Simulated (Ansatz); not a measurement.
```xyz
8

C     0.389   -1.459   -0.070
Se    0.891    0.019    1.126
Al   -0.362    1.688    0.206
Cl   -0.335    3.582    1.067
Cl   -1.522    1.361   -1.498
H     0.082   -1.082   -1.042
H    -0.417   -2.025    0.388
H     1.274   -2.083   -0.177
```

The species carries charge 0 and has multiplicity 1.

(1) List the r2SCAN/def2-TZVPP orbital energies in eV (Ansatz). (An estimate is asked.)

Results:

(1) Ansatz gave: Occupied: -12334.29, -2753.46, -2753.37, -1574.94, -1518.84, -1412.19, -1412.15, -1412.12, -274.20, -254.86, -254.77, -211.06, -193.36, -193.28, -193.27, -193.26, -193.19, -193.18, -154.52, -154.38, -154.27, -112.23, -72.53, -72.39, -72.36, -54.86, -54.84, -54.75, -54.65, -54.65, -21.49, -21.19, -19.91, -16.55, -11.63, -11.18, -11.05, -10.01, -9.43, -8.94, -8.79, -8.53, -8.27, -7.68, -6.41. Lowest empty: -1.42, -1.35, -0.93, 1.34, 1.81, 1.93, 2.48, 2.64.
